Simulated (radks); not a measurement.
The mean radii <r> (bohr) of the occupied orbitals of an atom or ion are listed with their occupations. Method: Dirac Kohn-Sham, PBE, spin-unpolarised, spherical densities, point nucleus; computed with a radial shooting solver on a logarithmic mesh with Libxc functionals.

| orbital | occ. | <r> |
|---|---|---|
| 1s1/2 | 2 | 0.03495 |
| 2s1/2 | 1 | 0.1423 |

Name the element and its charge. Open shells, if any, are shared by 2j + 1.

Answer. Z = 42, molybdenum, charge +39: Mo39+ in [He] 2s1. The 1s radius gives Z: for a bare nucleus <r> = (2 gamma + 1)/(2Z) with gamma = sqrt(1 - (Z/c)^2), 0.03457 bohr for Z = 42, and screening makes it slightly larger (0.03495 here). The occupations add up to 3, and the charge is Z minus that.
